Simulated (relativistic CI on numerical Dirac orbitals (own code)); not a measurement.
## Slater's F² for Cl²⁺ from its measured terms

Problem. The ground configuration 3s2 3p3 of Cl²⁺ has the measured levels 4S: 0.0 (J = 3/2); 2D: 18053.0 (J = 3/2), 18120.0 (J = 5/2); 2P: 29812.0 (J = 1/2), 29907.0 (J = 3/2) cm⁻¹ (Moore, Atomic Energy Levels, vol. I, NSRDS-NBS 35 (1971 reprint of NBS Circular 467, 1949)). Test the one-configuration theory of p3 and extract F²(3p,3p).

Working.
1. Centres of gravity, weighted by 2J + 1: 4S 0.0, 2D 18093.2, 2P 29875.3 cm⁻¹. To first order spin-orbit coupling drops out of them.
2. Slater-Condon theory gives 2D − 4S = 9F²/25 and 2P − 2D = 6F²/25, so the ratio of the upper interval to the lower is 6/9 = 0.667, whatever F².
3. Measured intervals: 18093.2 and 11782.1 cm⁻¹, ratio 0.651.
4. F² from the lower interval is 50259 and from the upper 49092 cm⁻¹.

Check. The radial integral calculated for this configuration (Dirac-KLI orbitals, unscaled) is F² = 62376 cm⁻¹; the two empirical values are 81 % and 79 % of it. The ratio is close to the theoretical one, partly by a balance of effects: correlation narrows both intervals.
